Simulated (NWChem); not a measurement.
Species: NbCl₅; SMILES [Cl][Nb]([Cl])([Cl])([Cl])[Cl]

Results from NWChem. Geometry: optimised at PBE-D3(BJ)/def2-SVP. No frequency run checked for a minimum. def2 effective core potentials on Nb; no spin-orbit coupling.

Q: Estimate the computed values for revPBE/def2-SVP. Quantities: highest occupied level (eV); orbital gap (eV).

A: 
| Property | Value |
|---|---|
| highest occupied level (eV) | -7.77 |
| orbital gap (eV) | 2.87 |
